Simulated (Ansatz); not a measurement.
`O[CH2][ZnH]` + HCl → `Cl[CH2][ZnH]` + H₂O at 298.15 K and 1 bar (substitution at a C–O bond).

Computed with Ansatz on PBE0-D4/def2-TZVP structures; ΔE is electronic, products minus reactants. CBS: MP2 limit from def2 TZ/QZ plus the TZ coupled-cluster correction, frozen cores. This one scheme is used for every species. For Zn outer-core shells are correlated without core-valence functions, which leaves a few kJ/mol of doubt a bond. Scalar relativity is left out up to krypton. One conformer a species, not always the lowest.

```
       species  CCSD(T)/CBS energy (Eh)  H − E (kJ/mol)  S (J/(mol·K))
 `O[CH2][ZnH]`              -1893.96502           138.6          295.4
           HCl               -460.38127            26.6          186.8
`Cl[CH2][ZnH]`              -2277.98947           102.8          300.3
           H₂O                -76.37941            66.4          188.7
```

H − E and S are ideal-gas, rigid-rotor, harmonic terms from PBE0-D4/def2-TZVP, for one conformer and one mirror image of each species. 1 Eh = 2625.50 kJ/mol, R = 8.31446 J/(mol·K).

Question: By hand: ΔE, ΔH, ΔS and ΔG.

Answer: ΔE = (-2277.98947) + (-76.37941) − (-1893.96502) − (-460.38127) = -0.02259 Eh = -59.3 kJ/mol. Δ(H − E) = 102.8 + 66.4 − 138.6 − 26.6 = 4.0, so ΔH = -55.3 kJ/mol. ΔS = 300.3 + 188.7 − 295.4 − 186.8 = 6.8 J/(mol·K). ΔG = -55.3 − 298.15 × (6.8)/1000 = -57.3 kJ/mol.

Question: By hand: the equilibrium constant, and the temperature at which ΔG would vanish if ΔH and ΔS stayed fixed.

Answer: log₁₀ K = −ΔG/(RT ln 10) = 10.0. ΔH and −TΔS have one sign here, so there is no such temperature.

The number of gas molecules stays the same, so ΔS is small and ΔH decides. A doubt of 5 kJ/mol in ΔE shifts log₁₀ K by 0.9 here. Other conformers and mirror images would add mixing entropy, several J/(mol·K) or more a flexible species. These are equilibria of isolated gas molecules and say nothing of rates. Largest T1 diagnostic: 0.014 (customary marks: 0.02 for closed shells, 0.045 for open ones).

ΔS is within the doubt of such terms, so its sign, and with it that verdict, could turn.
